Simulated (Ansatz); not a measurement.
The same path of Cl2H2SSi (6 atoms, charge 0, multiplicity 1) was run twice with different band settings. The coordinate that changes most is the dihedral H5–S1–Si2–H6.

Level of theory: Ansatz, RKS PBE0/6-31G.

Relaxed end points:

```xyz
6
Properties=species:S:1:pos:R:3
S -1.508 0.817 -0.481
Si 0.339 -0.095 0.323
Cl -0.097 -0.573 2.377
Cl 0.871 -1.896 -0.760
H -1.105 0.895 -1.795
H 1.541 0.787 0.289
```

```xyz
6
Properties=species:S:1:pos:R:3
S -1.223 0.294 -1.271
Si 0.404 -0.224 0.133
Cl -0.229 -0.036 2.197
Cl 0.906 -2.274 -0.293
H -1.452 1.570 -0.806
H 1.636 0.606 -0.007
```

Common settings: movable images 5; climbing image yes; spring 5.0 eV/Å²; start path IDPP; force threshold 0.05 eV/Å; iteration limit 60; end points relaxed.

| run | optimiser | largest step |
| --- | --- | --- |
| 1 | quadratic models (default) | default |
| 2 | lbfgs | 0.5 Å |

What does each run give, and how far can it be trusted?

Run 1: converged after 4 iterations, highest image 0.032 eV above the first end. A vibrational analysis at the climbing image gives one clearly imaginary mode, 167i cm⁻¹: a first-order saddle point.
Run 2: converged after 24 iterations, highest image 0.032 eV above the first end. Another band between the same ends (5 images) ends at a top of the same energy, where a vibrational analysis finds 1 clearly imaginary mode.
Limits of this set-up: no polarisation functions.
